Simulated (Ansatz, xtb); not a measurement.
**Isomers of C4H6BClO2 in order of energy**

4 gas-phase structures of C4H6BClO2, from a drawn sample of its isomers (lower ones may exist). Each was relaxed with GFN2-xTB:

A. `C=C(C=O)B(Cl)OC`, a singlet
B. `ClCC1=COBOC1`, a singlet
C. `C[B@-]1(Cl)OC=CC=[O+]1`, a singlet
D. `ClC[B@@H-]1OC=CC=[O+]1`, a singlet

**Question.** Estimate their order in r2SCAN-D4/def2-SVP energy at these geometries, lowest first.

**Answer.** Calculated order at r2SCAN-D4/def2-SVP: C (0.0), B (100.0), A (115.9), D (162.7) kJ/mol.

Energies above the lowest of each column, in kJ/mol; the last columns are at PBE-D3(BJ)/def2-SVP geometries and were run for some of them only (a dash: not run or not comparable):

| structure | GFN2-xTB | HF/STO-3G | r2SCAN-D4/def2-SVP | PBE-D3(BJ)/def2-SVP | CCSD(T)/def2-SVP + ΔMP2/def2-TZVPP |
| --- | --- | --- | --- | --- | --- |
| C | 54.5 | 0.0 | 0.0 | 0.0 | 0.0 |
| B | 0.0 | 12.2 | 100.0 | 96.1 | 63.4 |
| A | 162.0 | 156.1 | 115.9 | 112.3 | 82.3 |
| D | 134.8 | 151.9 | 162.7 | – | – |

CCSD(T)/def2-SVP + ΔMP2/def2-TZVPP puts C lowest of those it was run on; GFN2-xTB picks B. Flexible structures stand in one conformer each, not always the lowest. Frequencies (GFN2-xTB) were run for A, B, C alone. The ΔMP2 step shifts differences by up to 17.4 kJ/mol, which makes them less sure. ΔMP2 is the change of the MP2 energy from the smaller to the larger basis.

Over these structures GFN2-xTB departs from r2SCAN-D4/def2-SVP by 57.1 kJ/mol on average once a common shift is removed. A GFN2-xTB relaxation took about 0.12 s and the r2SCAN-D4/def2-SVP energy about 1.9 s on a shared host (Ansatz 0.2.0, xtb 6.7.1).
